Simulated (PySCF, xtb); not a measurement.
difluoro(silyl)silane (F₂H₄Si₂), SMILES F[SiH](F)[SiH3].

Geometry: TPSSh-D3(BJ)/def2-SVP.

These are C-PCM-M06-2X/def2-SVP (PySCF) values and carry that method's errors.

The values are the electrostatic part of the solvation free energy, E(continuum) − E(gas) at the gas-phase geometry, in a cavity of scaled van der Waals radii (PySCF's table); cavitation and dispersion terms are not included. In vacuum the orbital gap is 10.45 eV. The dipole moment in vacuum is 1.87 D.

### Question
Estimate the values in water (ε = 78.36), cyclohexanone (ε = 15.62), toluene (ε = 2.37). (The exact figures need the calculation; the answer reports its results.)

### Answer

```
solvent            ε  ΔG(elec) (kcal/mol)  dipole (D)  gap (eV)
-------------  -----  -------------------  ----------  --------
water          78.36                 -2.5        2.24     10.47
cyclohexanone  15.62                 -2.4        2.21     10.47
toluene         2.37                 -1.4        2.07     10.46
```

For comparison, GFN2-xTB/ALPB(water) (xtb, at the GFN2-xTB geometry, all terms of that model) gives -0.1 kcal/mol.
